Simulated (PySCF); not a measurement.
**Telling isomers of C7H4ClFO apart by NMR**

- shieldings: GIAO PBE0/pcSseg-1
- GFN2-xTB structure
- run in PySCF
- isolated molecule, single conformer, equivalent nuclei averaged, non-relativistic Hamiltonian

Chemical shifts δ = σref − σ; $^{1}$H (σref 31.72), $^{13}$C (σref 186.93) against TMS, all at this level. Splittings of carbon signals by F and P are missing where no couplings were computed. Where no couplings were computed, multiplicities follow the n + 1 count of equivalent neighbours, and m marks all less simple cases (inequivalent or close neighbours, rings, F or P nearby). Shifts are as computed. Against solution values, carbons near 30 ppm lie about +3 ppm off and those near 130 ppm about +5 ppm; carbons on Cl a further +6 ppm. Of 1211 compounds with measured shifts, 218 miss one by over three times the rms of a fit or turn the order of signals round; such compounds aren't used in these exercises. Carbons bonded to Cl come out too deshielded.

(1) Tabulate the signals of `O=C(F)c1ccc(Cl)cc1`, `O=C(Cl)c1ccc(F)cc1` and their relative energies.

(2) What is the quickest way to tell O=C(F)c1ccc(Cl)cc1 from O=C(Cl)c1ccc(F)cc1?

## Answers

(1) 
```json
{"SMILES": "O=C(F)c1ccc(Cl)cc1", "carbon types": "3×C 4×CH", "δC": "165.1, 155.0, 140.4, 135.5, 127.7", "δH": "8.45 (m, 2H), 7.77 (d, 2H)", "E rel. (kcal/mol)": "0.0"}
{"SMILES": "O=C(Cl)c1ccc(F)cc1", "carbon types": "3×C 4×CH", "δC": "178.1, 175.2, 142.4, 132.3, 121.8", "δH": "8.68 (m, 2H), 7.46 (m, 2H)", "E rel. (kcal/mol)": "7.3"}
```

Energies are electronic energies at PBE0/pcSseg-1 on these geometries, without zero-point or thermal terms, each for the one conformer computed, which needn't be the lowest.

(2) Both give the same number of carbon signals, with the same numbers of each carbon type, so the positions decide. The first has an aromatic carbon bearing chlorine (C) at 155.0 ppm, the second an aromatic CH at 121.8 ppm. Their most deshielded carbons lie at 165.1 and 178.1 ppm.
